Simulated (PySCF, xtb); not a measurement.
Cl₃Sc, SMILES [Cl][Sc]([Cl])[Cl] (connectivity only; charge and spin as stated), charge -1, multiplicity 2.

Harmonic wavenumbers (cm⁻¹) from GFN2-xTB (xtb) at its own minimum, in rising order: 62, 66, 66, 234, 344, 344.

**Question.** What does PySCF with PBE0-D3(BJ)/def2-SVPD give at its own minimum? (Estimate from the structure and the level; the computed values follow.)

**Answer.** 78, 82, 82, 264, 370, 370. Paired by order, the mean absolute difference is 22 cm⁻¹ and the zero-point energies are 1.6 and 1.8 kcal/mol.
